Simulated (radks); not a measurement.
Species: Pb76+. Configuration: [He] 2s2 2p2. All-electron calculation, scalar-relativistic Kohn-Sham, LB94 model potential, spin-polarised, spherical densities, finite nucleus; open shells are filled with parallel spins first (spin-orbit coupling, left out, can overturn this in heavy ions); Fermi nuclear charge, rms radius 5.5012 fm. Program: a radial shooting solver on a logarithmic mesh with Libxc functionals.

Unscreened Slater integrals over Kohn-Sham orbitals (eV). They are taken over the spin-up orbitals. Empty in this configuration: 3s.

integral    value
F0(2p,2p)  420.52
F2(2p,2p)  199.11
F0(2p,2s)  392.95
G1(2p,2s)  225.04
F0(2p,1s)  572.45
G1(2p,1s)  112.56
F0(2p,3s)  206.64
G1(2p,3s)  22.537
F0(2s,2s)  376.01
F0(2s,1s)  534.75
G0(2s,1s)  57.174
F0(2s,3s)  203.04
G0(2s,3s)  18.297
F0(1s,1s)  1623.0
F0(1s,3s)  242.15
G0(1s,3s)  14.109
F0(3s,3s)  158.51

Derived for the open shells (J is the average intra-shell exchange parameter used in DFT+U). 2p: J = F2/5 = 39.82 eV.
